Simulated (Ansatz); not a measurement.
Ansatz (a first-principles code) input (CCSD(T)/def2-SVPD):

Ansatz 0.2 input:
```yaml
crystal:
  periodic: [false, false, false]
  atoms:
    - {symbol: Sn, position_ang: [0.01039522, 0.00251380, 0.47326224]}
    - {symbol: Cl, position_ang: [1.25327941, 1.52348784, -0.73194987]}
    - {symbol: Cl, position_ang: [-1.28385359, -1.53088138, -0.65999790]}
basis:
  gaussian:
    orbitals: def2-SVPD
total_charge: 1
magnetization: {spin_polarized: true, initial_magnetization: 1}
correlation: {method: ccsd_t, electrons: outside_noble_gas}
output: {forces: true}
```

End of the output:

```
cycle   5  -9.91831191 eV  change   -1.4e-4 eV  update   7.2e-4
cycle   6  -9.91871988 eV  change   -4.1e-4 eV  update   3.8e-4
cycle   7  -9.91870484 eV  change    1.5e-5 eV  update   1.6e-4
cycle   8  -9.91868733 eV  change    1.8e-5 eV  update   7.8e-5
cycle   9  -9.91867752 eV  change    9.8e-6 eV  update   2.9e-5
cycle  10  -9.91867624 eV  change    1.3e-6 eV  update   8.8e-6
cycle  11  -9.91867715 eV  change   -9.1e-7 eV  update   3.2e-6
cycle  12  -9.91867708 eV  change    7.1e-8 eV  update   1.3e-6
perturbative correction -0.34608179 eV, -0.0127182713 hartree
the calculation of the forces begins
Total energy: -30809.36366120 eV, -1132.2232312122 hartree
Atom 0 at     0.010395     0.002514     0.473262 Å, force     0.008584     0.002076     0.390809 eV/Å
Atom 1 at     1.253279     1.523488    -0.731950 Å, force     0.239149     0.292033    -0.202308 eV/Å
Atom 2 at    -1.283854    -1.530881    -0.659998 Å, force    -0.247733    -0.294109    -0.188501 eV/Å
Dipole moment:     0.009890     0.002392     0.450249 e Å
```
